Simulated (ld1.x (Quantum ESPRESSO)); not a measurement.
**An all-electron radial function and its pseudo partner (Li)**

Columns: radius, all-electron u(r) and pseudo u(r) of the 2p shell (level -3.34 eV) of lithium in the configuration [He] 2s0.5 2p0; PBE, scalar-relativistic, RRKJ scheme, ld1.x (Quantum ESPRESSO) 7.5.

```tsv
r (bohr)	all-electron	pseudo
0.210	0.0212	0.0084
0.420	0.0657	0.0327
0.630	0.1182	0.0710
0.840	0.1721	0.1200
1.050	0.2240	0.1758
1.260	0.2721	0.2342
1.470	0.3154	0.2913
1.680	0.3531	0.3439
1.890	0.3852	0.3894
2.100	0.4130	0.4265
2.310	0.4371	0.4546
2.520	0.4563	0.4741
2.730	0.4705	0.4859
2.940	0.4796	0.4913
3.150	0.4837	0.4915
3.360	0.4835	0.4879
3.570	0.4793	0.4813
3.780	0.4718	0.4724
3.990	0.4617	0.4617
4.200	0.4493	0.4493
4.410	0.4353	0.4353
4.620	0.4200	0.4200
4.830	0.4038	0.4038
5.040	0.3870	0.3870
5.250	0.3697	0.3697
5.460	0.3522	0.3522
```

Task: How many radial nodes do the two functions have?

Result: The all-electron 2p function has n − l − 1 = 0; the pseudo-wave has 0.

Task: At about which radius was the pseudo-wave matched?

Result: 4.20 bohr, where the columns begin to agree (steps of 0.21 bohr).

Task: Is the pseudo-wave norm-conserving?

Result: Yes: the RRKJ scheme keeps the norm inside the radius equal to the all-electron one, which fixes the energy derivative of the logarithmic derivative at the level.
